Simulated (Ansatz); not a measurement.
A structure relaxed at PBE0-D4/def2-TZVP, charge 0, multiplicity 1:

Cartesian coordinates in Å:
```
C -0.2188 -0.9548 0.6088
C 0.3667 -0.1026 -0.5142
Zn -0.0640 1.7747 -0.4324
F -0.4548 3.4862 -0.3606
H -1.3106 -0.9195 0.6244
H 0.0676 -2.0054 0.4957
H 0.1282 -0.6315 1.5930
H 1.4582 -0.1804 -0.5258
H 0.0275 -0.4667 -1.4889
```

(1) Give its formula and SMILES.

(2) Point group (tolerance 0.08 Å, 0.16 Å for H)?

(3) Summarise the bond lengths by kind.

## Answers

(1) C2H5FZn, `C[CH2][Zn][F]`.

(2) Cs.

(3) 1 × C–C 1.526 Å; 5 × C–H 1.093 to 1.095 Å; 1 × C–Zn 1.928 Å; 1 × F–Zn 1.757 Å.

Program: Ansatz 0.2.0.
